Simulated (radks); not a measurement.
Neutral boron, 5 electrons, occupied as [He] 2s2 2p1. Calculated with a radial shooting solver on a logarithmic mesh with Libxc functionals: non-relativistic Kohn-Sham, PBE, spin-unpolarised, spherical densities, point nucleus.

Local quantities along the radius. ELF = 1/(1 + alpha^2) is the electron localisation function; alpha = (tau - tau_W)/tau_unif compares the Pauli kinetic energy density with that of the uniform gas; r v_xc is r times the local exchange-correlation potential (hartree bohr); 4 pi r^2 rho is in e/bohr; -r V(r) is the screened charge that the Kohn-Sham potential presents (atomic units).

r (bohr),ELF,alpha,r v_xc,4 pi r^2 rho,-r V(r)
0.01912,1.000,0.0005131,-0.1048,0.2749,4.888
0.02373,1.000,0.0005480,-0.1218,0.4043,4.854
0.02922,1.000,0.0005932,-0.1413,0.5801,4.812
0.03626,1.000,0.0006577,-0.1653,0.8327,4.759
0.04501,1.000,0.0007493,-0.1935,1.175,4.693
0.05586,1.000,0.0008835,-0.2261,1.625,4.611
0.06932,1.000,0.001089,-0.2632,2.189,4.511
0.08604,1.000,0.001418,-0.3043,2.858,4.390
0.1068,1.000,0.001980,-0.3484,3.588,4.246
0.1325,1.000,0.003015,-0.3936,4.294,4.077
0.1645,1.000,0.005103,-0.4369,4.846,3.885
0.2025,1.000,0.009546,-0.4727,5.089,3.679
0.2513,1.000,0.02117,-0.4984,4.915,3.446
0.3119,0.997,0.05574,-0.5058,4.274,3.197
0.3871,0.970,0.1773,-0.4909,3.282,2.933
0.4805,0.691,0.6694,-0.4621,2.209,2.660
0.5963,0.137,2.510,-0.4453,1.370,2.395
0.7401,0.037,5.073,-0.3832,0.9711,2.069
0.9185,0.108,2.873,-0.4204,1.005,1.817
1.14,0.581,0.8497,-0.5569,1.265,1.644
1.404,0.877,0.3750,-0.6442,1.462,1.433
1.742,0.921,0.2922,-0.6898,1.423,1.200
2.162,0.901,0.3309,-0.6827,1.126,0.9734
2.683,0.812,0.4805,-0.6221,0.7160,0.7653
3.33,0.572,0.8644,-0.5302,0.3638,0.5903
4.133,0.226,1.849,-0.4520,0.1481,0.4730
5.13,0.049,4.416,-0.3853,0.04826,0.3913
6.366,0.008,11.17,-0.2979,0.01237,0.2992
7.901,0.001,30.26,-0.1972,0.002380,0.1974

On this mesh the ELF has minima near r = 0.74 bohr, which separate the shells, and maxima near 1.7 (0.92).
